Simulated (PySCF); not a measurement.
B(NMe2)(OH)(SH) (C2H8BNOS), SMILES N(C)(C)B(O)S.

Geometry optimised at r2SCAN-D4/def2-SVP. The values are those of a single conformer.

Computed with TDA-PBE/def2-SVPD (PySCF 2.14.0).

Vertical excitations. The molecule is in vacuum.

```tsv
state	energy (eV)	λ (nm)	f	main pairs
S1	4.54	273	0.009	HOMO→LUMO 100 %
S2	5.52	225	0.025	HOMO→LUMO+1 55 %, HOMO−1→LUMO 45 %
S3	5.57	222	0.001	HOMO−1→LUMO 53 %, HOMO→LUMO+1 45 %
S4	5.79	214	0.006	HOMO→LUMO+2 98 %
S5	5.95	208	0.001	HOMO→LUMO+4 100 %
S6	6.53	190	0.001	HOMO−1→LUMO+1 96 %
S7	6.60	188	0.372	HOMO→LUMO+3 80 %
S8	6.61	187	0.001	HOMO→LUMO+5 98 %
S9	6.71	185	0.034	HOMO−2→LUMO 90 %
S10	6.78	183	0.010	HOMO→LUMO+6 94 %
T1	4.44	279	0	HOMO→LUMO 99 %
T2	5.32	233	0	HOMO−1→LUMO 82 %, HOMO→LUMO+1 15 %
T3	5.45	227	0	HOMO→LUMO+1 83 %, HOMO−1→LUMO 15 %
T4	5.47	227	0	HOMO→LUMO+3 97 %
```
Triplets are in the Tamm–Dancoff approximation.
